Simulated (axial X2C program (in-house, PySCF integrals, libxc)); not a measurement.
SrTe⁺: properties at the nuclei

Calculated with an axial X2C code built on PySCF integrals: two-component X2C with atomic mean-field Coulomb and Gaunt terms, Gaussian nuclei, basis Te dyall-cv3z, Sr dyall-cv3z with contracted cores.

R = 2.946 Å (near the PBE0 minimum at charge 1 of the determinant lowest at the starting distance; the state shown can have its own minimum elsewhere).

Determinant lowest in the PBE0 search, Ω = 3/2 (⟨Sz⟩ = 0.50, ⟨Lz⟩ = 1.00 at PBE0), spin on the atoms Te 0.47, Sr 0.03:

```tsv
level	Eeff magnitude (GV/cm)	Ws magnitude Te (kHz)	A∥/gI Te (MHz)	qzz Te (a.u.)	A∥/gI Sr (MHz)	qzz Sr (a.u.)
PBE0	0.455	0.117	449	-3.06	-19.2	-0.74
HF	0.922	0.288	397	-3.81	-20.7	-0.77
LDA	0.338	0.0725	515	-2.88	-19.9	-0.82
BHandHLYP	0.513	0.134	468	-3.12	-23.1	-0.74
PBE50	0.574	0.157	441	-3.31	-16.4	-0.74
```

Eeff is the effective electric field on the electron electric dipole moment in this Ω state and Ws the scalar–pseudoscalar constant of the nucleus named (defined with the proton number Z and per Ω); A∥ (defined per Ω) follows by multiplying with gI = μI/(I μN); qzz is the electric field gradient, eQq0 = 234.96 MHz × Q/barn × qzz. The operators were transformed with the bare-nucleus X2C matrices; with these basis sets, hyperfine constants and field gradients can be off by tens of per cent, and where levels differ in sign neither size nor sign is settled.

With gI(125Te) = -1.7770, gI(87Sr) = -0.2428, Q(87Sr) = 0.305 barn (g factors from the IAEA table of nuclear moments by Stone; Q from Pyykkö, Mol. Phys. 2018), turn the PBE0 values of the first state into constants in MHz.

A∥(125Te) = 449 × -1.7770 = -798 MHz; A∥(87Sr) = -19.2 × -0.2428 = 4.66 MHz; eQq0(87Sr) = 234.96 × (0.305) × (-0.74) = -53 MHz.

Each state is one determinant with collinear spin. Unrestricted Hartree–Fock can overshoot spin polarisation at the nuclei. Where Eeff spreads by more than a factor of two the levels disagree and none is to be relied on. The search compared states at one distance, so a state with another bond length can lie lower. Further determinants of the search, some of them spin-mixed, are not shown.
